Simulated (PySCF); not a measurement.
## Core-level binding energies of `Brc1cnsn1`

Compound: C2HBrN2S.
Structure used (PBE0-D3(BJ)/def2-SVP), in Å, numbered top down from 1:
```xyz
7
C2HBrN2S angstrom
Br     2.045   -1.109   -0.964
C      0.503   -0.513   -0.099
C     -0.116    0.752   -0.369
N     -1.185    0.961    0.356
S     -1.398   -0.357    1.317
N     -0.099   -1.230    0.810
H      0.237    1.490   -1.092
```

Theory: PySCF 2.14.0, delta-SCF UKS SCAN, pcX-2 on the ionised atom, pcseg-1 elsewhere, spin-free X2C. Each binding energy is the total energy of the core-ionised species, with the hole localised on one atom, minus that of the ground state; both are solved self-consistently, so orbital relaxation is included.

Task: Give the core binding energies atom by atom.

Result: 
| atom(s) | environment | level | binding energy (eV) | above the level's lowest (eV) | count |
| --- | --- | --- | --- | --- | --- |
| S5 | ring sulfur | S 1s | 2479.66 | 0.00 | 1 |
| N4 | pyridine-type nitrogen | N 1s | 405.97 | +0.17 | 1 |
| N6 | pyridine-type nitrogen | N 1s | 405.80 | 0.00 | 1 |
| C2 | aromatic C–Br carbon | C 1s | 293.10 | +0.85 | 1 |
| C3 | aromatic CH next to a ring nitrogen | C 1s | 292.25 | 0.00 | 1 |

Lowest listed C 1s: C3, bonded to N (aromatic in the SMILES), C (aromatic in the SMILES) and H. Highest, 0.85 eV above it: C2, bonded to N (aromatic in the SMILES), Br and C (aromatic in the SMILES). Summing the Pauling electronegativity differences to the bonded atoms, each weighted by its formal bond order, gives +0.39 for the lowest site and +1.15 for the highest.

The 2 N 1s values lie within 0.17 eV of each other; Gaussian lines of 0.5 eV full width would blend them into one maximum.

Task: What is the longest wavelength that can ionise N 1s of N6 vertically?

Result: λ = hc/E = 12398.42 eV Å / 405.80 eV = 30.553 Å.

Task: Express the binding energy of N 1s of N6 in atomic units and per mole.

Result: 405.80 eV = 14.9129 Eh = 39154 kJ/mol.

Not every level is listed. No level of bromine is listed. Isolated species at its PBE0-D3(BJ)/def2-SVP geometry, gas phase.
